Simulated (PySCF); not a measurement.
GaCl⁺: from constants to spectrum

UHF-CCSD(T) constants of GaCl⁺, ²Σ⁺ (doublet), unpaired electrons σ ↑ (basis Ga def2-TZVPPD, Cl def2-TZVPPD; no relativity; PySCF 2.14; masses 68.9256 and 34.9689 u):

```
ωe             : 439.2 cm⁻¹
ωexe           : 3.31 cm⁻¹
Be             : 0.16672 cm⁻¹
αe             : 0.00114 cm⁻¹
De to Ga⁺ + Cl : 0.98 eV
```

Task: What force constant and bond length do these constants imply?

Result: Reduced mass μred = 23.199 u; k = 5.8918×10⁻⁷·μred·ωe² (u, cm⁻¹, mdyn/Å) = 2.64 mdyn/Å; Re = √(16.8576/(μred·Be)) (u, cm⁻¹, Å) = 2.088 Å.

Task: Estimate the centrifugal constant D from the Kratzer relation and find the Dunham coefficient a1.

Result: D = 4Be³/ωe² = 9.61e-08 cm⁻¹; a1 = −1 − αeωe/(6Be²) = -4.00.

Correlated steps freeze 14 core orbitals. Spin–orbit coupling is left out. For an ion De counts to the pair picked by the measured ionisation energies or electron affinities, which need not be the lowest pair at this level. The state was picked by a PBE0 search and need not be the measured ground state.
